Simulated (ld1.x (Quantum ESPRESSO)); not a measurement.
## Pb (Z = 82), TM: configuration errors across variants

ld1.x (Quantum ESPRESSO) 7.5 input, shortened:

```
&input
   title='Pb', zed=82., rel=1, dft='PBESOL', iswitch=3,
   config='[Xe] 4f14 5d10 5f-2 6s2 6p1'
 /
 &inputp
   pseudotype=2, tm=.true., lloc=0,
   nlcc=.true.
 /
4
6P  2  1   1.00   0.00  2.70  2.70  0.0
5D  3  2  10.00   0.00  1.30  1.30  0.0
5F  4  3  -2.00  -0.10  2.65  2.65  0.0
6S  1  0   2.00   0.00  1.80  1.80  0.0
 &test
   configts(1)='5d10 6s2 6p1'
 /
```

All-electron excitation energies from the reference (eV): (1) 5d10 6s2 6p2 -6.598; (2) 5d10 6s2 6p0 13.447; (3) 5d10 6s1 6p0 45.926; (4) 5d10 6s1 6p3 2.173; (5) 5d10 6s2 6p2.3 -7.402; (6) 5d9 6s2 6p2 20.561; (7) 5d10 6s1 6p2 9.578.

The default core radius of the base comes out at 0.89 bohr.

3 further variants failed, have other tests or another functional or relativity, and are left out.

A true bound ghost makes a file unfit for plane-wave use even where its test errors are small: the radial tests pick states by their node count and pass the ghost by. Where a test does run into it, the solver fails or the error is huge.

Errors AE − PS in meV (a dash: test not solved or not reliable):

```tsv
change	(1)	(2)	(3)	(4)	(5)	(6)	(7)	bound ghosts
base	+3.1	-9.8	-37	-5.7	+3.7	-192	-5.8	none
wave 5f channel at -0.1 Ry: rc 2.65 bohr becomes 5f channel at 0.25 Ry: rc 2.65 bohr	+3.1	-9.8	-37	-5.7	+3.7	-192	-5.8	none
wave 6s (bound): rc 1.80 bohr becomes 6s (bound): rc 1.56 bohr	+2.6	-10	-24	-8.8	+3.1	-135	-6.2	none
wave 5f channel at -0.1 Ry: rc 2.65 bohr becomes 5f channel at -0.1 Ry: rc 3.94 bohr	+3.1	-9.8	-37	-5.7	+3.7	-192	-5.8	none
wave 5d (bound): rc 1.30 bohr becomes 5d (bound): rc 0.86 bohr	+3.0	-9.9	-38	-5.7	+3.7	-190	-5.8	none
core correction a·sin(br)/r model core inside 0.64 bohr	+3.1	-9.7	-37	-5.6	+3.7	-192	-5.8	none
wave 6p (bound): rc 2.70 bohr becomes 6p (bound): rc 2.58 bohr	+3.0	-9.6	-36	-6.8	+3.6	-198	-6.7	none
```

**Question.** Give the same row for: local potential the d channel.

**Answer.** -0.5, -10, -37, -5.1, -2.0, –, -7.8; bound ghosts: s, p. Not counted: 5d9 6s2 6p2 (solver errors, printed error -15.5 eV).
